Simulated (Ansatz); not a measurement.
A structure relaxed at PBE-D4/def2-SVP in Ansatz, charge 1, singlet:

```
atom   x (Å)   y (Å)   z (Å)
 Ta1   1.167  -1.033  -0.046
 Si2   1.679   1.540   0.374
 Si3  -1.247  -1.670  -0.089
 Si4  -0.503  -0.996   2.021
 Si5   0.889   0.814  -1.702
 Si6  -0.630   1.068   0.810
 Si7  -1.355   0.277  -1.367
```

Give its formula and point group.

TaSi₆⁺. Point group Cs (tolerance 0.1 Å).

Summarise the bond lengths by kind (pairs closer than 1.2 times the sum of covalent radii, bridged metal pairs left out).

7 × Si–Si 2.33 to 2.43 Å; 6 × Si–Ta 2.50 to 3.13 Å. The metal has 6 neighbours: Si 2.66 Å, Si 2.50 Å, Si 2.66 Å, Si 2.50 Å, Si 2.89 Å, Si 3.13 Å.

In the def2 sets Ta takes a core potential; there is no spin–orbit coupling. The restricted singlet is unstable towards broken spin symmetry in Hartree–Fock (as tested in another run); at PBE-D4/def2-SVP this wasn't settled. The relaxation made no stability test and no search for a lower SCF solution. No other spin state of charge 1 was run. Another isomer (singlet) lies 1.08 eV lower at PBE0-D4/def2-TZVP; other spin states weren't run for this one.
